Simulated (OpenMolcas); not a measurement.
F2+: effect of the active space

| Property | Result |
| --- | --- |
| Program | OpenMolcas 26.06 |
| Method | CASSCF or its RAS form |
| Basis | ANO-R3 |
| Scalar Hamiltonian | X2C, finite nucleus |
| Spin-orbit coupling | state interaction with AMFI integrals over the reference wave functions, term energies averaged over their components |

A. 3 electrons in 3 orbitals (2p); 2S+1 = 4 odd, 1 root; 2S+1 = 2 odd, 8 roots; cost roughly 1.7 core-seconds
B. 5 electrons in 4 orbitals (2s 2p); 2S+1 = 4 odd, 1 root; 2S+1 = 2 odd, 8 roots; 2S+1 = 4 even, 3 roots; 2S+1 = 2 even, 9 roots; cost of the order of 7 core-seconds
C. 3 electrons in 9 orbitals (RAS2 2p; RAS3 3s 3d, at most 1 electron); 2S+1 = 4 odd, 1 root; 2S+1 = 2 odd, 8 roots; 2S+1 = 4 even, 3 roots; 2S+1 = 2 even, 3 roots (0 in the spin-orbit step); cost about 11 core-seconds

Energies in cm-1 above 2s2 2p3 4S* 3/2.

```tsv
Level	A	B	C
2s2 2p3 4S* 3/2	0.0	0.0	0.0
2s2 2p3 2D* 3/2	37876	37868	37876
2s2 2p3 2D* 5/2	37882	37880	37882
2s2 2p3 2P* 1/2	62825	51985	62825
2s2 2p3 2P* 3/2	62834	51984	62834
```

Among A to C the level of the table that moves most is 2s2 2p3 2P* 3/2, by 11000 cm-1 (lowest in B, highest in A).

With the s shell closed, the reference lacks s² → p² mixing (holds for A; C). Only configurations of the active space appear. The table leaves out levels that lie high or whose names do not pair safely across all columns.

* marks odd parity.
